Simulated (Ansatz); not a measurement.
System: pyridin-4-ylsilane, C5H7NSi (charge 0, singlet). 
Coordinates optimised at B3LYP-D3(BJ)/def2-TZVP (Ansatz, an electronic-structure program):
```xyz
14

Si     2.3272    -0.1405     0.0576
C      0.4550    -0.0234     0.0252
C     -0.1995     1.1549    -0.3397
C     -1.5883     1.1855    -0.3748
N     -2.3544     0.1377    -0.0733
C     -1.7359    -0.9888     0.2789
C     -0.3537    -1.1165     0.3431
H      2.8419    -0.5555    -1.2690
H      2.7405    -1.1456     1.0633
H      2.8986     1.1832     0.3951
H      0.3579     2.0490    -0.5917
H     -2.1086     2.0952    -0.6558
H     -2.3752    -1.8305     0.5244
H      0.0789    -2.0629     0.6442
```
Charge 0, spin multiplicity 1.

Property: atomisation energy (electronic, to ground-state atoms), in kJ/mol. Correlated levels leave the core frozen unless marked. UHF or UKS for open shells. No spin-orbit coupling. No relativistic terms. The coupled-cluster limit lacks core correlation, which all-electron functionals hold. CBS marks a two-point X^-3 extrapolation of the correlation energy; Hartree-Fock from the larger set.

| level | program | atomisation energy (kJ/mol) |
|---|---|---|
| HF/cc-pV(D+d)Z | Ansatz | 4316.9 |
| PBE-D4/def2-TZVPD | Ansatz + dftd4 | 6257.2 |
| BLYP-D4/def2-TZVPD | Ansatz + dftd4 | 6088.0 |
| B3LYP/def2-TZVPD | Ansatz | 6018.7 |
| HSE06-D4/def2-TZVPD | Ansatz + dftd4 | 6137.3 |

### Question
What does CCSD(T)/CBS(cc-pV(T+d)Z,cc-pV(Q+d)Z) (Ansatz) give?

### Answer
6040.5 kJ/mol, so HSE06-D4/def2-TZVPD differs from it by 96.8 kJ/mol.
